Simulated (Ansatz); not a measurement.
Reaction (substitution at a C–C bond): `CC(C)CC(C)(C)C` + `OBS` → `CC(C)OBS` + `CC(C)(C)C`

Calculated with Ansatz (gas phase, PBE0-D4/def2-TZVP geometries, no zero-point term in ΔE). CCSD(T)/CBS adds triple-zeta CCSD(T) − MP2 to the extrapolated MP2 energy (def2 sets, frozen cores). Functionals use def2-TZVPP. B3LYP here is the variant with VWN-RPA as its local correlation; programs differ in this. Each species was taken in one conformer, which may not be the lowest.

**Question.** Is it downhill or uphill in electronic energy at CCSD(T)/CBS, and by how much? (Estimate.)

**Answer.** The calculation gave: Uphill: ΔE = +10.4 kJ/mol.

**Question.** What do these levels give: PBE-D4, r2SCAN-D4, PBE0-D4, B3LYP-D4, r2SCAN, B3LYP, HF/def2-TZVPP, MP2/def2-TZVPP, SCS-MP2/def2-TZVPP, CCSD/def2-TZVPP, CCSD(T)/def2-TZVPP, CCSD/CBS(def2)? (Estimate.)

**Answer.** Ansatz gave: PBE-D4 4.6, r2SCAN-D4 2.3, PBE0-D4 6.8, B3LYP-D4 -0.6, r2SCAN -0.6, B3LYP -12.2, HF/def2-TZVPP -17.7, MP2/def2-TZVPP 15.7, SCS-MP2/def2-TZVPP 8.0, CCSD/def2-TZVPP 6.8, CCSD(T)/def2-TZVPP 9.4, CCSD/CBS(def2) 7.8 kJ/mol.

Largest T1 diagnostic among the species: 0.013.

The D4 term adds +11.6 kJ/mol with B3LYP and +7.0 kJ/mol with PBE0; it sums over pairs of atoms, weighted by their polarisabilities, and B3LYP, whose exchange is more repulsive, gets the larger term. In def2-TZVPP, CCSD(T) changes the Hartree–Fock value by +27.1 kJ/mol (the triples alone add +2.6 kJ/mol) and MP2 by +33.4 kJ/mol.
